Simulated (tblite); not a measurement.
Species: C5H4ClFO.
Numbering: `[F:1][C@@H:2]1[CH:3]=[CH:4][O:5]/[C:6]1=[CH:7]/[Cl:8]` (hydrogens: H9 on C2; H10 on C3; H11 on C4; H12 on C7)

Computed geometry: GFN2-xTB, gas phase.

(1) List the bond lengths, angles and torsions at this level.

## Answers

(1) 
```json
{"bond": "F1–C2", "length (Å)": "1.386"}
{"bond": "C2–C3", "length (Å)": "1.500"}
{"bond": "C3=C4", "length (Å)": "1.328"}
{"bond": "C4–O5", "length (Å)": "1.365"}
{"bond": "O5–C6", "length (Å)": "1.372"}
{"bond": "C6=C7", "length (Å)": "1.330"}
{"bond": "C7–Cl8", "length (Å)": "1.710"}
{"bond": "C2–C6", "length (Å)": "1.515"}
{"bond": "C2–H9", "length (Å)": "1.098"}
{"bond": "C3–H10", "length (Å)": "1.069"}
{"bond": "C4–H11", "length (Å)": "1.074"}
{"bond": "C7–H12", "length (Å)": "1.078"}
```

A selection of angles:
```json
{"angle": "F1–C2–C3", "degrees": "112.2"}
{"angle": "F1–C2–C6", "degrees": "111.6"}
{"angle": "F1–C2–H9", "degrees": "105.3"}
{"angle": "C3–C2–C6", "degrees": "100.7"}
{"angle": "C3–C2–H9", "degrees": "114.6"}
{"angle": "C6–C2–H9", "degrees": "112.8"}
{"angle": "C2–C3–C4", "degrees": "108.0"}
{"angle": "C2–C3–H10", "degrees": "123.8"}
{"angle": "C4–C3–H10", "degrees": "128.1"}
{"angle": "C3–C4–O5", "degrees": "114.4"}
{"angle": "C3–C4–H11", "degrees": "130.6"}
{"angle": "O5–C4–H11", "degrees": "115.1"}
{"angle": "C4–O5–C6", "degrees": "107.3"}
{"angle": "O5–C6–C7", "degrees": "122.0"}
{"angle": "C2–C6–O5", "degrees": "109.7"}
{"angle": "C2–C6–C7", "degrees": "128.3"}
{"angle": "C6–C7–Cl8", "degrees": "121.7"}
{"angle": "C6–C7–H12", "degrees": "122.5"}
{"angle": "Cl8–C7–H12", "degrees": "115.8"}
```

Dihedral angles: F1–C2–C3–C4 -117° (anticlinal); C2–C3–C4–O5 -1° (synperiplanar); C3–C4–O5–C6 0° (synperiplanar); C4–O5–C6–C7 -179° (antiperiplanar); O5–C6–C7–Cl8 179° (antiperiplanar); F1–C2–C6–O5 118° (anticlinal).

Of the pairs four or more bonds apart, F1···Cl8 is among the closest relative to their van der Waals radii: 3.28 Å, 102 % of the sum of Bondi's values. The 4 C–C bonds span 1.328 Å (C3=C4, drawn double) to 1.515 Å (C2–C6, drawn single), a spread of 0.187 Å. The 5-membered ring C2–C3–C4–O5–C6 has internal angles of 100.7° to 114.4°; it is planar, 0.01 Å rms from its mean plane, widest ring torsion 1°.

Point group: C1 (no symmetry element, even within 0.4 Å). Its GFN2-xTB frequencies are all real (lowest 88 cm⁻¹).

On one thread, Arm Neoverse N1 (aarch64), no GPU, on a shared host, this took 0.23 s of wall time. That covers the optimisation of the geometry.
